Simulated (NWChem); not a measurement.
# GaF2, doublet; SMILES [F][Ga][F]

```xyz
3

Ga     0.0000     0.0000     0.3380
F     -1.4967     0.0000    -0.5822
F      1.4967     0.0000    -0.5822
```
Atoms are numbered in this order, from 1.

In the optimisation the excess spin sits in a1 (C2v, its own frame). Structure relaxed at the PBE0/def2-SVP, spin-unrestricted level. This spin state was assumed; another may lie lower. No stability test was run on the SCF state. B3LYP is NWChem's, with the RPA form of VWN correlation.

Symmetry labels are those of C2v in the frame above (b1 and b2, or b-type labels, depend on it).

Problem. List the 6 lowest vertical excitations from B3LYP/def2-SVPD, spin-unrestricted, TDA (NWChem).

Solution. 
```tsv
state	energy (eV)	oscillator strength	symmetry of the excitation	<S²>
state 1	4.36	0.001	b1	0.78
state 2	4.47	0.081	b2	0.75
state 3	4.48	0.000	a2	0.78
state 4	4.84	0.013	a1	0.78
state 5	4.97	0.049	b2	0.77
state 6	5.64	0.026	b1	0.79
```
